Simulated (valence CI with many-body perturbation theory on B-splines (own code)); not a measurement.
# Mo XXX: calculated level list

Method: valence CI with perturbative core correlation (CI+MBPT): three valence electrons over a frozen Dirac-Fock core [Ne], radial functions for each j: 11 s, 11 p, 10 d, 8 f, 5 g, 2 h, with the one-electron correlation potential Σ1, the two-electron term Σ2, the three-electron term Σ3, Breit, model QED; selected CI, second order for the rest, scaled by the run's own slope (own B-spline code, finite nucleus).

The last digits are not significant, and no measured levels were compared; by estimate large intervals hold to a few tenths of a per cent, small ones and those within an open d or f shell to about a per cent.

Levels 46 to 90 of 154, with energies above the lowest level, 3s²3p ²P°_1/2. "Leading %" is the weight of the configuration and term that name the level; weights of strongly mixed levels are sums over their largest components and can fall short.

```csv
No.,Configuration,Term,J,E (eV),Leading %,Second component,g
46,3p²3d,⁴D,1/2,294.79,82,16 % 3p²3d ²P,0.143
47,3p²3d,⁴F,7/2,297.41,53,33 % 3p²3d ⁴D,1.279
48,3p²3d,⁴F,9/2,301.50,52,44 % 3p²3d ²G,1.224
49,3p²3d,⁴D,3/2,302.29,43,33 % 3p²3d ²P,1.196
50,3p²3d,⁴D,5/2,302.67,31,23 % 3p²3d ⁴P,1.252
51,3p²3d,²D,5/2,307.37,44,33 % 3p²3d ⁴P,1.343
52,3p²3d,⁴P,3/2,307.82,41,23 % 3p²3d ²P,1.332
53,3p²3d,⁴P,1/2,309.22,43,26 % 3p²3d ²P,1.781
54,3p²3d,²G,7/2,309.48,60,12 % 3p²3d ⁴F,0.985
55,3p²3d,²P,1/2,318.61,73,14 % 3p²3d ²S,0.847
56,3p²3d,²D,3/2,319.42,67,11 % 3p²3d ²P,0.884
57,3p²3d,²F,5/2,320.02,43,37 % 3p²3d ²D,1.052
58,3p²3d,⁴D,7/2,320.42,57,17 % 3p²3d ²F,1.314
59,3p²3d,²P,1/2,322.49,29,29 % 3p²3d ⁴P,1.252
60,3p²3d,⁴F,9/2,323.82,46,40 % 3p²3d ²G,1.212
61,3p²3d,⁴P,3/2,324.67,36,11 % 3p²3d ²D,1.157
62,3p²3d,⁴P,5/2,325.15,26,12 % 3p²3d ²D,1.219
63,3s3d²,⁴F,3/2,327.73,88,6 % 3p²3d ²D,0.487
64,3s3d²,⁴F,5/2,329.49,91,,1.042
65,3s3d²,⁴F,7/2,331.68,99,,1.234
66,3s3d²,⁴F,9/2,334.67,98,,1.327
67,3p²3d,²F,7/2,335.52,70,11 % 3s3d² ²G,1.102
68,3s3d²,⁴P,1/2,335.98,31,29 % 3p²3d ²S,2.174
69,3p²3d,²P,3/2,336.64,39,21 % 3s3d² ²P,1.188
70,3s3d²,⁴P,1/2,338.83,67,20 % 3p²3d ²S,2.432
71,3s3d²,⁴P,3/2,339.34,98,,1.713
72,3s3d²,⁴P,5/2,339.54,58,23 % 3p²3d ²D,1.424
73,3p²3d,²D,5/2,342.36,45,37 % 3s3d² ⁴P,1.343
74,3p²3d,²D,5/2,348.42,48,30 % 3s3d² ²F,1.090
75,3s3d²,²D,3/2,348.49,58,35 % 3p²3d ²D,0.824
76,3s3d²,²G,7/2,351.60,80,14 % 3p²3d ²G,0.903
77,3s3d²,²G,9/2,352.00,82,15 % 3p²3d ²G,1.114
78,3s3d²,²D,5/2,352.29,56,30 % 3p²3d ²D,1.203
79,3p²3d,²D,3/2,354.02,71,19 % 3s3d² ²D,0.829
80,3s3d²,²F,7/2,362.64,69,28 % 3p²3d ²F,1.140
81,3s3d²,²F,5/2,362.88,39,37 % 3p²3d ²F,0.936
82,3s3d²,²P,1/2,365.82,52,22 % 3p²3d ²P,0.993
83,3s3d²,²P,3/2,371.33,60,32 % 3p²3d ²P,1.314
84,3s3d²,²S,1/2,371.61,65,17 % 3s3d² ²P,1.691
85,3p3d²,⁴G°,5/2,391.31,74,22 % 3p3d² ²F°,0.656
86,3p3d²,⁴G°,7/2,398.58,80,7 % 3p3d² ⁴F°,1.004
87,3p3d²,²D°,5/2,402.81,32,18 % 3p3d² ²F°,1.062
88,3p3d²,²D°,3/2,404.88,40,26 % 3p3d² ⁴F°,0.851
89,3p3d²,⁴G°,9/2,405.60,57,14 % 3p3d² ⁴F°,1.156
90,3p3d²,⁴D°,1/2,407.70,66,21 % 3p3d² ⁴P°,0.780
```

Names give the largest LS component (configuration and term), which can be under half, so a name can repeat, a term be missing and a line seem to break the LS rules; names also repeat where a configuration has a term twice.
